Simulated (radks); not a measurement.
The praseodymium ion Pr45+, 14 electrons, occupied as [Ne] 3s2 3p1 4f1 (not the ground configuration).

Method: Dirac Kohn-Sham, PBE, spin-unpolarised, spherical densities, finite nucleus; open shells are shared between the two j in proportion to 2j + 1; Fermi nuclear charge, rms radius 4.8919 fm; computed with a radial shooting solver on a logarithmic mesh with Libxc functionals.

Energy parts (Ry):
total: -14496.4144
kinetic: 15814.6060
electron-nucleus: -31721.0079
Hartree: 1641.7597
exchange-correlation: -231.7722

Orbitals (lengths in bohr, moments of r in powers of bohr; r(90%) holds 90 % of the orbital's charge):
| orbital | occ. | eigenvalue (Ry) | <r> | <r^4> | r(90%) |
|---|---|---|---|---|---|
| 1s1/2 | 2 | -3296.193 | 0.02408 | 1.640e-06 | 0.0434 |
| 2s1/2 | 2 | -707.0549 | 0.1010 | 0.0002483 | 0.156 |
| 2p1/2 | 2 | -683.1756 | 0.08461 | 0.0001539 | 0.139 |
| 2p3/2 | 4 | -646.5585 | 0.09063 | 0.0001913 | 0.147 |
| 3s1/2 | 2 | -281.8625 | 0.2446 | 0.006797 | 0.355 |
| 3p1/2 | 0.333333 | -273.2671 | 0.2312 | 0.005821 | 0.343 |
| 3p3/2 | 0.666667 | -263.8274 | 0.2402 | 0.006694 | 0.355 |
| 4f5/2 | 0.428571 | -133.0238 | 0.3780 | 0.03777 | 0.549 |
| 4f7/2 | 0.571429 | -132.6550 | 0.3798 | 0.03834 | 0.551 |

The highest occupied level is 4f7/2 at -1804.9 eV. The density falls to 0.001 e/bohr^3 at r = 0.92 bohr. The electron density at the nucleus is 4.184e+05 e/bohr^3.
